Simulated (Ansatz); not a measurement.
Consider the isomerisation: `BCC(C)[SiH3]` → `CCB(C)[SiH3]`.

Program: Ansatz. Geometries: PBE0-D4/def2-TZVP. ΔE: electronic, gas phase. CCSD(T)/CBS adds triple-zeta CCSD(T) − MP2 to the extrapolated MP2 energy (def2 sets, frozen cores). Functionals use def2-TZVPP. B3LYP here is the variant with VWN-RPA as its local correlation; programs differ in this. Each species was taken in one conformer, which may not be the lowest.

`BCC(C)[SiH3]`:

```xyz
16

B    -1.858   -1.300   -0.313
C    -0.583   -0.889    0.464
C     0.026    0.492    0.216
C     1.028    0.894    1.294
Si    0.807    0.534   -1.497
H    -2.204   -2.447   -0.339
H    -2.565   -0.475   -0.820
H     0.183   -1.674    0.463
H    -0.983   -0.934    1.502
H    -0.789    1.227    0.196
H     0.556    0.903    2.283
H     1.863    0.188    1.339
H     1.446    1.888    1.117
H     1.288    1.899   -1.846
H    -0.183    0.093   -2.520
H     1.967   -0.401   -1.541
```

`CCB(C)[SiH3]`:

Cartesian coordinates in Å:
```
C 0.371 -1.075 1.643
C 0.553 -1.152 0.114
B -0.185 0.101 -0.470
C -1.691 0.013 -0.869
Si 0.868 1.821 -0.698
H 0.814 -0.165 2.055
H 0.850 -1.925 2.133
H -0.686 -1.086 1.923
H 1.624 -1.175 -0.109
H 0.114 -2.089 -0.247
H -2.269 0.927 -0.716
H -2.222 -0.840 -0.436
H -1.683 -0.150 -1.960
H 1.599 1.748 -2.000
H 1.903 1.987 0.364
H 0.040 3.061 -0.728
```

(1) Is it downhill or uphill in electronic energy at CCSD(T)/CBS, and by how much? (Best estimate.)

(2) What do these levels give: PBE-D4, r2SCAN-D4, B3LYP-D4, ωB97M-V, B2PLYP, B3LYP, HF/def2-TZVPP, SCS-MP2/def2-TZVPP, CCSD/def2-TZVPP, SCS-MP2/def2-QZVPP, HF/CBS(def2), CCSD/CBS(def2)? (Estimate.)

Largest T1 diagnostic among the species: 0.011.

Results:

(1) Computed: Downhill: ΔE = -41.7 kJ/mol.

(2) The calculation gave: PBE-D4 -55.8, r2SCAN-D4 -51.3, B3LYP-D4 -46.4, ωB97M-V -39.8, B2PLYP -43.9, B3LYP -49.3, HF/def2-TZVPP -36.3, SCS-MP2/def2-TZVPP -34.5, CCSD/def2-TZVPP -41.6, SCS-MP2/def2-QZVPP -34.4, HF/CBS(def2) -35.5, CCSD/CBS(def2) -41.3 kJ/mol.

From PBE to PBE0 (25 % exact exchange), in def2-TZVPP and without D4, ΔE moves by +4.7 kJ/mol.
